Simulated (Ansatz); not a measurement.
Compare A (`CC(N)BF`) with its isomer B (`CCB(N)F`).

Gas-phase electronic energies from Ansatz, PBE0-D4/def2-TZVP geometries. CBS: MP2 limit from def2 TZ/QZ plus the TZ coupled-cluster correction, frozen cores. Functionals use def2-TZVPP. B3LYP here is the variant with VWN-RPA as its local correlation; programs differ in this. Each species was taken in one conformer, which may not be the lowest.

Task: Which is lower in electronic energy at CCSD(T)/CBS, and by how much? (An estimate is asked.)

Result: Ansatz gave: B, by 204.1 kJ/mol.

Task: Give E(B) − E(A) in kJ/mol with CCSD(T)/def2-TZVPP, B3LYP, CCSD/def2-TZVPP, B3LYP-D4, r2SCAN-D4, ωB97M-V, PBE0-D4. (Estimate.)

Result: Ansatz gave: CCSD(T)/def2-TZVPP -204.4, B3LYP -207.8, CCSD/def2-TZVPP -205.2, B3LYP-D4 -206.2, r2SCAN-D4 -209.5, ωB97M-V -205.8, PBE0-D4 -205.8. None reverses the order clearly.

Largest T1 diagnostic: 0.011.
